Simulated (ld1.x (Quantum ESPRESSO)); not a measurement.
**Plane-wave convergence, ultrasoft potential for Ge (Z = 32)**

```
Element                 : Ge
Generator               : ld1.x (Quantum ESPRESSO) 7.5
Type                    : ultrasoft
Functional              : PBEsol
Relativity              : fully relativistic
Frozen core             : [Ar] 3d10
Valence charge          : 4
Reference configuration : 4s2 4p2
Partial waves           : 4s (bound): rcut 1.60, rcutus 2.08 bohr; 4s channel at 0.15 Ry: rcut 1.60, rcutus 2.08 bohr; 4p (bound): rcut 1.95, rcutus 2.40 bohr; 4p channel at 1.55 Ry: rcut 1.95, rcutus 2.40 bohr
Local potential         : all-electron potential smoothed inside 1.70 bohr (lloc = -1)
Core correction         : a·sin(br)/r model core inside 1.50 bohr
Augmentation charge     : PSQ, radius 1.35 bohr
```

Open shells are filled in proportion to 2j + 1 (rel_dist='average').

The pseudo-atom Hamiltonian at the reference potential is diagonalised in spherical Bessel functions j_l(qr) that vanish at 20 bohr, with q² up to the cutoff. All-electron valence levels (Ry): 4s -0.8629, 4p1/2 -0.2958, 4p3/2 -0.2819.

How do the lowest levels (Ry) of each channel move with the cutoff, and are there ghosts?

```csv
cutoff (Ry),s #1,s #2,p1/2 #1,p1/2 #2,p3/2 #1,d #1,f #1,f #2,Σ f·Δε (mRy)
8,-0.8628,-0.0278,-0.2934,0.0257,-0.2798,0.0550,0.1088,0.2341,4.6
10,-0.8628,-0.0278,-0.2951,0.0256,-0.2813,0.0549,0.1088,0.2341,1.6
12,-0.8628,-0.0278,-0.2956,0.0255,-0.2817,0.0548,0.1088,0.2341,0.5
15,-0.8629,-0.0278,-0.2958,0.0255,-0.2819,0.0548,0.1088,0.2341,0.2
18,-0.8629,-0.0278,-0.2958,0.0255,-0.2819,0.0547,0.1088,0.2341,0.1
400,-0.8629,-0.0278,-0.2958,0.0255,-0.2819,0.0547,0.1088,0.2341,0.0
```

Result: no extra level below or beside the all-electron valence levels (s, p1/2, p3/2, d, f tested); 10 mRy is reached at 8 Ry and 1 mRy at 12 Ry.

Its largest configuration-test error is -330 meV.
